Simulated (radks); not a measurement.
Results of a calculation; reference values are marked as such.
Spherical quantum dot in the effective-mass picture: electrons in a hard-walled sphere of radius 3.76, all in effective atomic units (hartree* = m*/eps^2 hartree, bohr* = eps/m* bohr), one dielectric constant everywhere. Level of theory: non-relativistic Kohn-Sham, PBE, spin-polarised, spherical densities (a radial shooting solver with Libxc functionals). Levels are named by radial order and angular momentum (1s, 1p, 1d, 2s, ...), and open shells are averaged over m.

N = 27, configuration 1s2 1p6 1d10 1f(up 7, down 2). This is the lowest configuration that the search found. Occupied and some empty levels:

level    occupation  eigenvalue (hartree*)  <r> (bohr*)
1s up             1                 9.3568        2.601
1s down           1                 9.4067        2.587
1p up             3                 9.5292        2.679
1p down           3                 9.5818        2.670
1d up             5                 9.8353        2.752
1d down           5                 9.8905        2.746
1f up             7                 10.259        2.815
1f down           2                 10.317        2.811
2s up             0                 10.703        1.688
2s down           0                 10.723        1.689
1g up             0                 10.792        2.869
1g down           0                 10.850        2.867
2p up             0                 11.288        1.973
2p down           0                 11.313        1.971
2d up             0                 11.996        2.153
2d down           0                 12.025        2.150

Energy (hartree*): total 147.989, kinetic 37.842, external 0, Hartree 123.06, exchange-correlation -12.918.

Electron density:

r (bohr*)  n(r) (e/bohr*^3)
0.205              0.003568
0.485              0.005040
0.765              0.008584
1.05                0.01604
1.33                0.03053
1.61                0.05644
1.89                0.09722
2.17                 0.1518
2.45                 0.2081
2.73                 0.2376
3.01                 0.2072
3.29                 0.1134
3.57                0.02129
